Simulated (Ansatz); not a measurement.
Species: sum formula H₃SiO₃ (charge -1, singlet). It need not be the lowest isomer of its formula. Whether it binds its extra electron was not tested at this geometry. 
Structure (B3LYP-D3(BJ)/def2-TZVP (Ansatz, a program for electronic structure) minimum search):
```
Si
O 1 1.5591
O 1 1.6997 2 113.72
H 3 0.9626 1 106.30 2 -8.04
O 1 1.6997 2 113.72 4 -117.40
H 5 0.9626 1 106.30 2 8.04
H 1 1.5024 2 119.40 6 -123.00
```
Charge -1, spin multiplicity 1.

Basis-set convergence of Hartree-Fock and CCSD correlation energies (hartree) with Ansatz. Correlated levels leave the core frozen unless marked. No spin-orbit coupling. No relativistic terms. This anion needs diffuse functions, which these sets lack.

```csv
basis,functions,E(HF),"E(corr, CCSD)"
cc-pV(D+d)Z,80,-515.41975,-0.68589
cc-pV(T+d)Z,171,-515.53569,-0.86899
cc-pV(Q+d)Z,319,-515.56408,-0.93293
cc-pV(5+d)Z,538,[?],[?]
```

Some entries are withheld; supply them.


- cc-pV(5+d)Z, E(HF): -515.57102
- cc-pV(5+d)Z, E(corr, CCSD): -0.95584
